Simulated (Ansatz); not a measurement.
Isolated molecules relaxed with PBE0-D4/def2-TZVP in Ansatz; ΔE leaves out vibrations. CCSD(T)/CBS adds triple-zeta CCSD(T) − MP2 to the extrapolated MP2 energy (def2 sets, frozen cores). This one scheme is used for every species. Functionals use def2-TZVPP. HSE06 is defined as in plane-wave codes. One conformer a species, not always the lowest.

Consider the formal exchange of groups at a B–N bond: `C[B]([AlH2])NP` + `CC` → `C[B](C)[AlH2]` + `CNP`.

`C[B]([AlH2])NP`:

Cartesian coordinates in Å:
```
C -0.739 0.241 1.253
B -0.055 -0.328 -0.039
Al -0.241 -2.374 -0.693
N 0.729 0.493 -0.881
P 1.144 2.177 -0.791
H -0.451 1.259 1.529
H -1.828 0.230 1.115
H -0.560 -0.413 2.112
H -1.062 -3.509 0.072
H 0.493 -2.812 -2.049
H 1.132 0.071 -1.705
H -0.132 2.719 -0.485
H 1.572 2.246 0.562
```

`CC`:

```xyz
8

C     0.351   -0.249    0.625
C    -0.351    0.249   -0.625
H    -0.218   -1.046    1.111
H     1.342   -0.648    0.395
H     0.482    0.553    1.356
H     0.218    1.046   -1.111
H    -1.342    0.648   -0.395
H    -0.482   -0.553   -1.356
```

`C[B](C)[AlH2]`:

Cartesian coordinates in Å:
```
C 1.111 0.070 1.124
B 0.012 0.024 0.007
C -0.369 1.375 -0.690
Al -0.933 -1.818 -0.545
H 1.052 -0.691 1.904
H 2.051 -0.132 0.581
H 1.237 1.056 1.585
H -1.220 1.751 -0.096
H -0.733 1.313 -1.718
H 0.407 2.145 -0.625
H -0.296 -2.808 -1.626
H -2.319 -2.286 0.099
```

`CNP`:

```xyz
9

C    -1.045    0.575   -0.351
N    -0.155   -0.478    0.092
P     1.275   -0.033    0.894
H    -1.108    1.339    0.427
H    -2.051    0.174   -0.505
H    -0.728    1.069   -1.280
H    -0.103   -1.251   -0.554
H     1.632   -1.309    1.403
H     2.282   -0.085   -0.125
```

Task: Is it downhill or uphill in electronic energy at CCSD(T)/CBS, and by how much? (Best estimate.)

Result: Ansatz gave: Uphill: ΔE = +164.5 kJ/mol.

Task: What do these levels give: revPBE-D4, r2SCANh-D4, CAM-B3LYP-D4, B2PLYP, r2SCAN, PBE0, r2SCAN0, HSE06, RPA@PBE/def2-TZVPP, CCSD/def2-SVP, HF/def2-TZVPP, SCS-MP2/def2-TZVPP? (Estimate.)

Result: Ansatz gave: revPBE-D4 158.9, r2SCANh-D4 160.7, CAM-B3LYP-D4 162.2, B2PLYP 163.5, r2SCAN 160.0, PBE0 156.8, r2SCAN0 159.5, HSE06 156.8, RPA@PBE/def2-TZVPP 165.9, CCSD/def2-SVP 173.7, HF/def2-TZVPP 153.7, SCS-MP2/def2-TZVPP 167.1 kJ/mol.

Largest T1 diagnostic among the species: 0.014.

At CCSD(T), def2-SVP lies +12.4 kJ/mol from the extrapolated value and def2-TZVPP +2.5 kJ/mol. Leaving LDA and LC-ωPBE aside and taking each functional with its dispersion term where it has one, the values, not all of them listed here, spread over 5.8 kJ/mol, from ωB97X-V to B2PLYP. LDA lies +5.1 kJ/mol from PBE without D4. The D4 term adds +3.9 kJ/mol with B3LYP and +2.3 kJ/mol with PBE0; it sums over pairs of atoms, weighted by their polarisabilities, and B3LYP, whose exchange is more repulsive, gets the larger term.

B3LYP here is the variant with VWN-RPA as its local correlation; programs differ in this.
